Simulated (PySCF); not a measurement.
C4H5F3O2Si.
SMILES with atom numbers: `[F:1][C:2]([F:3])=[C:4]([F:5])[SiH:6]1[O:7][CH2:8][CH2:9][O:10]1` (hydrogens: H11 on Si6; H12, H13 on C8; H14, H15 on C9)

Cartesian coordinates in Å at the PBE0-D3(BJ)/def2-SVP level; atoms count from 1:
```
atom  x, y, z in Å
F1    -1.4194    0.8556   -1.5321
C2    -2.2921    0.7328   -0.5626
F3    -3.4814    1.1118   -0.9320
C4    -1.9613    0.2640    0.6460
F5    -2.9349    0.1651    1.5664
Si6   -0.2285   -0.2523    1.1202
O7     0.4240   -1.4792    0.1906
C8     1.3587   -0.9324   -0.7236
C9     1.9036    0.3589   -0.0973
O10    0.8554    0.9339    0.6620
H11   -0.2549   -0.6122    2.5569
H12    0.8577   -0.7167   -1.6845
H13    2.1593   -1.6644   -0.9108
H14    2.7656    0.1422    0.5602
H15    2.2329    1.0747   -0.8664
```

The closed-shell ground state was solved at several levels (PySCF, density fitting, gas phase, non-relativistic).

```csv
level,basis functions,total energy (Eh),HOMO (eV),LUMO (eV),gap (eV),dipole (D)
CAM-B3LYP/def2-SVPD,259,-894.2310,-9.11,0.19,9.30,2.24
PBE0/pcSseg-1,202,-894.1148,-7.58,-0.73,6.85,2.27
```

(1) Estimate the row for B97-2/pcSseg-1, a basis of 202 functions; the other rows only guide the guess.

(2) Over all these levels, which gives the widest orbital gap and which the narrowest?

(3) How far do the dipole and the HOMO energy spread over the levels?

Results:

(1) Total energy -894.6692 Eh, HOMO -7.33 eV, LUMO -0.76 eV, gap 6.57 eV, dipole 2.26 D.

(2) CAM-B3LYP/def2-SVPD (range-separated hybrid) has the widest, 9.30 eV, and B97-2/pcSseg-1 (global hybrid, 21 % exact exchange) the narrowest, 6.57 eV. Functional and basis both differ between the two, so the spread mixes both effects.

(3) The dipole runs from 2.24 to 2.27 D (mean 2.26 D) and the HOMO from -9.11 to -7.33 eV.

One conformer stands for the species.
